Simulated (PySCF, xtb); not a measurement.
Si(F)(Cl)2(vinyl) (C2H3Cl2FSi), SMILES C=C[Si](F)(Cl)Cl. Other conformers were not sampled.

Harmonic wavenumbers (cm⁻¹) from xtb with GFN2-xTB at its own minimum, in rising order: 40, 118, 121, 147, 200, 210, 339, 475, 497, 569, 723, 812, 930, 1017, 1026, 1279, 1411, 1660, 3044, 3091, 3121.

Problem. What does PySCF with PBE0-D3(BJ)/def2-SVP give at its own minimum? (An estimate is asked for; the answer gives what the named calculation found.)

Solution. 77, 148, 157, 177, 264, 266, 361, 528, 530, 650, 747, 923, 1008, 1016, 1032, 1271, 1418, 1686, 3153, 3186, 3255. Paired by order, the mean absolute difference is 50 cm⁻¹ and the zero-point energies are 29.8 and 31.2 kcal/mol.
